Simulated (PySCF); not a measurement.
Geometries of 3 isomers of C3H3BCl2, from PySCF 2.14.0, PBE0-D3(BJ)/def2-SVP geometry optimisation, gas phase. One conformer each, no zero-point energy, no frequencies.

Task: Which is lowest in electronic energy at this level?
A.
```xyz
9
angstrom
Cl     1.972   -0.560    1.549
B      1.420   -0.650   -0.116
Cl     2.582   -1.100   -1.351
C     -0.051   -0.352   -0.487
C     -0.895    0.597    0.359
C     -1.172   -0.649    0.508
H     -0.294   -0.429   -1.559
H     -1.040    1.649    0.584
H     -1.734   -1.465    0.951
```
B.
```xyz
9
angstrom
C     -1.579   -0.376   -0.260
C     -0.152   -0.135   -0.243
C      1.051    0.073   -0.230
B      2.533    0.333   -0.213
Cl     3.656   -0.939    0.222
Cl     3.170    1.913   -0.627
H     -1.822   -1.390    0.094
H     -2.103    0.350    0.381
H     -1.975   -0.263   -1.282
```
C.
```xyz
9
angstrom
C      1.736    0.537   -0.287
C      0.704    0.159    0.223
C     -0.573   -0.280    0.769
B     -1.659    0.073   -0.319
Cl    -2.345    1.677   -0.396
Cl    -2.170   -1.120   -1.489
H      2.656    0.868   -0.732
H     -0.782    0.248    1.714
H     -0.548   -1.362    0.971
```

Result: B. That is `CC#CB(Cl)Cl`, 13.6 kcal/mol below the next.

| SMILES | atoms numbered as above | E (Eh) | relative (kcal/mol) | relative (kJ/mol) | dipole (D) |
| --- | --- | --- | --- | --- | --- |
| CC#CB(Cl)Cl | [CH3:1][C:2]#[C:3][B:4]([Cl:5])[Cl:6] | -1060.55399 | 0.0 | 0.0 | 3.03 |
| C#CCB(Cl)Cl | [CH:1]#[C:2][CH2:3][B:4]([Cl:5])[Cl:6] | -1060.53230 | 13.6 | 57.0 | 0.95 |
| ClB(Cl)C1C=C1 | [Cl:1][B:2]([Cl:3])[CH:4]1[CH:5]=[CH:6]1 | -1060.51501 | 24.5 | 102.4 | 2.16 |

As drawn, the lowest has a C≡C bond, which the highest lacks; the highest has a three-membered ring and a C=C bond outside aromatic rings, which the lowest lacks.
